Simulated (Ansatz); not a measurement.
Input:

```yaml
crystal:
  periodic: [false, false, false]
  atoms:
    - { symbol: C, position_ang: [-1.58387, 0.55062, 0.2436] }
    - { symbol: Cr, position_ang: [0.19698, 0.41503, -0.75766] }
    - { symbol: C, position_ang: [-0.16327, -0.33162, -2.63185] }
    - { symbol: O, position_ang: [0.6379, 1.87219, -1.01548] }
    - { symbol: O, position_ang: [0.9664, -0.70272, -0.02028] }
    - { symbol: H, position_ang: [-1.32293, 0.51939, 1.31422] }
    - { symbol: H, position_ang: [-2.14873, 1.46857, 0.08156] }
    - { symbol: H, position_ang: [-2.2497, -0.28581, 0.0138] }
    - { symbol: H, position_ang: [0.66507, -0.24824, -3.33544] }
    - { symbol: H, position_ang: [-1.00114, 0.24194, -3.05445] }
    - { symbol: H, position_ang: [-0.43851, -1.39043, -2.58104] }
basis:
  gaussian: { orbitals: def2-SVP }
hamiltonian:
  xc: hf
relax:
  f_tol: 0.015
  max_steps: 40
```

Run as:

```bash
$ ansatz run input.yaml --threads 2 --pin off --max-ram 3072MiB --backend cpu --events-out ev --progress --plain --runs-dir out
```

Hardware: 2 threads of Arm Neoverse V1, on a shared host.

Roughly how long does this run take, and how much memory?

27 s, with a peak of 0.36 GiB, for 8 ionic steps.
